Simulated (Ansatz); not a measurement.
# InH3F− (SMILES [H][In-]([H])([H])[F]): methods side by side

The species is InH3F− (5 atoms), meant as a singlet with charge -1. As SMILES, `[H][In-]([H])([H])[F]`. Geometry: a GFN2-xTB relaxation, a rough one for these elements and not checked as a minimum.

```tsv
atom	x (Å)	y (Å)	z (Å)
In	0.0017	0.0031	-0.1344
F	0.0095	-0.0193	1.8835
H	1.6439	0.0097	-0.5932
H	-0.8322	1.4253	-0.5650
H	-0.8229	-1.4189	-0.5910
```

Each level gives the energy change with the In1–H5 bond stretched from 1.706 to 4.265 Å (eV). The values are calculated.

| level | kind | program | value (eV) | less FCI/STO-3G | CPU time (all runs) |
| --- | --- | --- | --- | --- | --- |
| HF/STO-3G (restricted) | Hartree–Fock | Ansatz | 7.72 | +2.66 | 0.88 s |
| SVWN5/STO-3G (restricted) | LDA | Ansatz | 5.55 | +0.49 | 2.5 s |
| PBE/STO-3G (restricted) | GGA | Ansatz | 5.17 | +0.11 | 3.8 s |
| r2SCAN/STO-3G (restricted) | meta-GGA | Ansatz | 5.54 | +0.48 | 9.4 s |
| B3LYP/STO-3G (restricted) | global hybrid | Ansatz | 5.78 | +0.72 | 4 s |
| BHLYP/STO-3G (restricted) | global hybrid | Ansatz | 6.73 | +1.67 | 3.8 s |
| wB97X/STO-3G (restricted) | range-separated hybrid | Ansatz | 6.87 | +1.81 | 14 s |
| RPA@PBE/STO-3G (restricted) | RPA | Ansatz | 4.53 | -0.53 | 6.3 s |
| BCCD(T)/STO-3G (restricted) | coupled cluster or CI | Ansatz | 5.02 | -0.04 | 1.3 s |
| FCI/STO-3G | exact in the basis | Ansatz | 5.06 | 0.00 | 24 s |

FCI/STO-3G is exact within its basis and frozen core, so for wave-function methods in that basis the difference is their error; functionals converge differently with the basis, so for them it is only a difference. Spin-restricted single references rise too steeply as a bond breaks, Hartree–Fock most of all. Perturbation and coupled-cluster corrections on them can overshoot downwards. All-electron rows without a relativistic Hamiltonian named are non-relativistic. Sets without diffuse functions describe the anion poorly. The first shape isn't each level's own minimum. The values span 4.53 to 7.72 eV. All rows use very small basis sets, so even the best lies far from the true value. In the correlated wave-function rows the outer d shell of In is correlated, in sets not made for it. Times are those of the runs behind each value, whatever else they computed, on shared processors of several kinds: orders of magnitude only.
